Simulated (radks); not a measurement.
The numbers below are computed, except where a source is named.
K4+, configuration [Ne] 3s2 3p(1/2: 1, 3/2: 2). Level of theory: Dirac Kohn-Sham, relativistic LDA (MacDonald-Vosko exchange, VWN5 correlation), spin-unpolarised, spherical densities, finite nucleus; Fermi nuclear charge, rms radius 3.4349 fm (a radial shooting solver on a logarithmic mesh with Libxc functionals). Some entries of the table are withheld. Estimate them.

orbital,occ.,eigenvalue (hartree),<r^2> (bohr^2),<r> (bohr)
1s1/2,2,-131.2088,0.008896,0.08133
2s1/2,2,-15.25529,0.1786,0.3882
2p1/2,2,(1),0.1504,(2)
2p3/2,4,(3),0.1524,(4)
3s1/2,2,-3.28286,1.568,1.171
3p1/2,1,-2.63695,(5),1.237
3p3/2,2,-2.62349,(6),1.242

Answer. 
(1) 2p1/2 eigenvalue (hartree): -12.69650
(2) 2p1/2 <r> (bohr): 0.3483
(3) 2p3/2 eigenvalue (hartree): -12.58998
(4) 2p3/2 <r> (bohr): 0.3507
(5) 3p1/2 <r^2> (bohr^2): 1.774
(6) 3p3/2 <r^2> (bohr^2): 1.789
